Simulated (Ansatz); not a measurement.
`[CH3][Nb]([NH2])(=[O])[F]` + H₂O → `[CH3][Nb](=[O])([OH])[F]` + NH₃ at 500 K and 1 bar (formal hydrolysis of the Nb–N bond).

Computed with Ansatz on PBE0-D4/def2-TZVP structures; ΔE is electronic, products minus reactants. CCSD(T)/CBS adds triple-zeta CCSD(T) − MP2 to the extrapolated MP2 energy (def2 sets, frozen cores). This one scheme is used for every species. def2 core potentials past Kr. For Nb outer-core shells are correlated without core-valence functions, which leaves a few kJ/mol of doubt a bond. One conformer a species, not always the lowest.

```
                    species  CCSD(T)/CBS energy (Eh)  H − E (kJ/mol)  S (J/(mol·K))
`[CH3][Nb]([NH2])(=[O])[F]`               -327.80729           223.1          433.4
                        H₂O                -76.37941            73.2          206.3
 `[CH3][Nb](=[O])([OH])[F]`               -347.69388           189.1          425.8
                        NH₃                -56.50880           108.2          211.8
```

H − E and S are ideal-gas, rigid-rotor, harmonic terms from PBE0-D4/def2-TZVP, for one conformer and one mirror image of each species. 1 Eh = 2625.50 kJ/mol, R = 8.31446 J/(mol·K).

Q: By hand: ΔE, ΔH, ΔS and ΔG.

A: ΔE = (-347.69388) + (-56.50880) − (-327.80729) − (-76.37941) = -0.01598 Eh = -42.0 kJ/mol. Δ(H − E) = 189.1 + 108.2 − 223.1 − 73.2 = 1.0, so ΔH = -41.0 kJ/mol. ΔS = 425.8 + 211.8 − 433.4 − 206.3 = -2.1 J/(mol·K). ΔG = -41.0 − 500 × (-2.1)/1000 = -40.0 kJ/mol.

Q: By hand: the equilibrium constant, and the temperature at which ΔG would vanish if ΔH and ΔS stayed fixed.

A: log₁₀ K = −ΔG/(RT ln 10) = 4.2. ΔG = 0 at ΔH/ΔS = 19524 K, far beyond where these terms or the molecules hold.

The number of gas molecules stays the same, so ΔS is small and ΔH decides. A doubt of 5 kJ/mol in ΔE shifts log₁₀ K by 0.5 here. Other conformers and mirror images would add mixing entropy, several J/(mol·K) or more a flexible species. These are equilibria of isolated gas molecules and say nothing of rates. Largest T1 diagnostic: 0.022 (customary marks: 0.02 for closed shells, 0.045 for open ones).
